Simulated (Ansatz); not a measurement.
`CN[SiH2][GaH2]` + `C[SeH]` → `C[Se][GaH2]` + `CN[SiH3]` at 500 K and 1 bar (cleavage of the Ga–Si bond).

Gas-phase electronic energies from Ansatz, PBE0-D4/def2-TZVP geometries. CBS: MP2 limit from def2 TZ/QZ plus the TZ coupled-cluster correction, frozen cores. For Ga, Se outer-core shells are correlated without core-valence functions, which leaves a few kJ/mol of doubt a bond. Scalar relativity is left out up to krypton. One conformer a species, not always the lowest.

| species | CCSD(T)/CBS energy (Eh) | H − E (kJ/mol) | S (J/(mol·K)) |
| --- | --- | --- | --- |
| `CN[SiH2][GaH2]` | -2310.57822 | 274.5 | 446.6 |
| `C[SeH]` | -2441.15625 | 142.1 | 299.3 |
| `C[Se][GaH2]` | -4365.72567 | 173.7 | 387.2 |
| `CN[SiH3]` | -386.04948 | 244.7 | 351.8 |

H − E and S are ideal-gas, rigid-rotor, harmonic terms from PBE0-D4/def2-TZVP, for one conformer and one mirror image of each species. 1 Eh = 2625.50 kJ/mol, R = 8.31446 J/(mol·K).

Question: By hand: ΔE, ΔH, ΔS and ΔG.

Answer: ΔE = (-4365.72567) + (-386.04948) − (-2310.57822) − (-2441.15625) = -0.04068 Eh = -106.8 kJ/mol. Δ(H − E) = 173.7 + 244.7 − 274.5 − 142.1 = 1.8, so ΔH = -105.0 kJ/mol. ΔS = 387.2 + 351.8 − 446.6 − 299.3 = -6.9 J/(mol·K). ΔG = -105.0 − 500 × (-6.9)/1000 = -101.5 kJ/mol.

Question: By hand: the equilibrium constant, and the temperature at which ΔG would vanish if ΔH and ΔS stayed fixed.

Answer: log₁₀ K = −ΔG/(RT ln 10) = 10.6. ΔG = 0 at ΔH/ΔS = 15217 K, far beyond where these terms or the molecules hold.

The number of gas molecules stays the same, so ΔS is small and ΔH decides. A doubt of 5 kJ/mol in ΔE shifts log₁₀ K by 0.5 here. Other conformers and mirror images would add mixing entropy, several J/(mol·K) or more a flexible species. These are equilibria of isolated gas molecules and say nothing of rates. Largest T1 diagnostic: 0.012 (customary marks: 0.02 for closed shells, 0.045 for open ones).
